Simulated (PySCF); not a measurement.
# Interval between two levels of Pt by level of theory

Pt [Xe] 4f14 5d9 6s1 [3D3, M_J = 3] → Pt [Xe] 4f14 5d10, as a difference of total energies. All numbers are calculated (PySCF 2.14, the two-component X2C-1e Hamiltonian, in x2c-TZVPall-2c with one added diffuse shell each of s, p, d type (12s12p11d2f, 117 functions)). Correlated levels: [Kr] 4d10 4f14 frozen; the 34 highest virtual spinors dropped. "Screened" scales the spin-orbit matrix elements by Boettger's factors to mimic the two-electron term; Breit and QED terms are absent.

```csv
method,interval between two levels (cm⁻¹)
GHF (screened spin-orbit),11610
GMP2 (screened spin-orbit),7689.3
```

Errors of the correlated levels include the incompleteness of this basis and the frozen core.

The labels give the starting determinants; with spin-orbit coupling the two ends relaxed to ⟨J²⟩ = 12.04, ⟨L²⟩ = 6.20, ⟨S²⟩ = 2.18 and ⟨J²⟩ = 0.00, ⟨L²⟩ = 0.18, ⟨S²⟩ = 0.18.

For comparison: 6140.2 cm⁻¹ (measured; NIST Handbook of Basic Atomic Spectroscopic Data (Sansonetti and Martin, J. Phys. Chem. Ref. Data 34, 1559 (2005))).
